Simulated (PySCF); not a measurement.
**Working with the constants of SnF**

UHF-CCSD(T) constants of SnF, ²Π (doublet), unpaired electrons π ↑ (PySCF, scalar-relativistic core potentials, basis sets Sn aug-cc-pVDZ-PP with ECP28, F aug-cc-pVDZ; masses 119.9022 and 18.9984 u):

* ωe: 567.5 cm⁻¹
* ωexe: 2.51 cm⁻¹
* Be: 0.26313 cm⁻¹
* αe: 0.00171 cm⁻¹
* De to Sn + F: 4.75 eV

(1) What force constant and bond length do these constants imply?

(2) Estimate the centrifugal constant D from the Kratzer relation and find the Dunham coefficient a1.

Correlated steps freeze 5 core orbitals. Correlated levels converge slowly with the basis: in double zeta they bind strong bonds too weakly, by up to about 1 eV, and carry superposition errors of some tenths. These are scalar-relativistic numbers at best; spin–orbit coupling would shift them, the dissociation energy most. The state was picked by a PBE0 search and need not be the measured ground state.

Answers

(1) Reduced mass μred = 16.400 u; k = 5.8918×10⁻⁷·μred·ωe² (u, cm⁻¹, mdyn/Å) = 3.11 mdyn/Å; Re = √(16.8576/(μred·Be)) (u, cm⁻¹, Å) = 1.976 Å.

(2) D = 4Be³/ωe² = 2.26e-07 cm⁻¹; a1 = −1 − αeωe/(6Be²) = -3.34.
